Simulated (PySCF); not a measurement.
Mayer bond orders and bond lengths

Species: C3H11B2N.
Numbering: `[BH2:1][N:2]([BH2:3])[CH:4]([CH3:5])[CH3:6]` (hydrogens: H7, H8 on B1; H9, H10 on B3; H11 on C4; H12, H13, H14 on C5; H15, H16, H17 on C6)

Geometry (PBE0-D3(BJ)/def2-SVP, Å), atoms numbered from 1 in this order:
```xyz
17
C3H11B2N angstrom
B      1.5574    1.3671    0.0098
N      0.7635    0.1934   -0.1116
B      1.3207   -0.9822   -0.6926
C     -0.6333    0.2026    0.3748
C     -1.6169   -0.0407   -0.7612
C     -0.8227   -0.7764    1.5246
H      2.6966    1.3560   -0.3835
H      1.0732    2.3578    0.5101
H      2.4624   -0.9588   -1.0776
H      0.6556   -1.9863   -0.7948
H     -0.8086    1.2182    0.7630
H     -2.6517    0.0633   -0.4019
H     -1.4626    0.6833   -1.5752
H     -1.5032   -1.0536   -1.1762
H     -0.1160   -0.5642    2.3409
H     -0.6639   -1.8140    1.1932
H     -1.8439   -0.7027    1.9274
```

Bond orders from the PBE0/pcSseg-1 density (PySCF). One conformer (not necessarily the lowest) at the PBE0-D3(BJ)/def2-SVP geometry, without solvent, vibrations or thermal averaging.

**Question.** Where do the orders between heavy atoms depart from those drawn in the SMILES?

**Answer.** The largest departure is 0.195, at B1–N2 (drawn single, 1.195). Drawn single, order above 1.12: B1–N2 (1.195) and N2–B3 (1.175). Drawn single, order below 0.88: N2–C4 (0.857).

**Question.** Give the Mayer order of every bond, beside its length.

**Answer.** 
```csv
bond,drawn as,length (Å),Mayer order
B1–N2,single,1.422,1.195
N2–B3,single,1.425,1.175
N2–C4,single,1.479,0.857
C4–C5,single,1.522,1.041
C4–C6,single,1.522,1.041
B1–H7,single,1.205,0.993
B1–H8,single,1.211,0.976
B3–H9,single,1.205,1.002
B3–H10,single,1.209,0.977
C4–H11,single,1.101,0.941
C5–H12,single,1.100,0.962
C5–H13,single,1.100,0.964
C5–H14,single,1.100,0.955
C6–H15,single,1.100,0.964
C6–H16,single,1.101,0.955
C6–H17,single,1.100,0.962
```

By pair of heavy elements: B–N: lowest N2–B3 (1.175, 1.425 Å), highest B1–N2 (1.195, 1.422 Å). C–C: all 2 within 0.02 of one another (1.041 to 1.041).

**Question.** Sum the orders of all bonds at each heavy atom with more than one neighbour and set the sums beside the valence in the SMILES.

**Answer.** B1 3.164 (drawn 3), N2 3.227 (drawn 3), B3 3.154 (drawn 3), C4 3.880 (drawn 4), C5 3.922 (drawn 4), C6 3.922 (drawn 4). Orders between atoms that aren't bonded are not in these sums.

The Mayer order sums products of elements of PS (density times overlap matrix) between the two atoms' basis functions, so it depends on the basis set.

These values come from a run that also computed NMR shieldings. Time: 15 s wall; peak memory 0.86 GiB. Hardware: one thread of an Arm Neoverse V2, shared host with 96 logical CPUs at a one-minute load of 69.
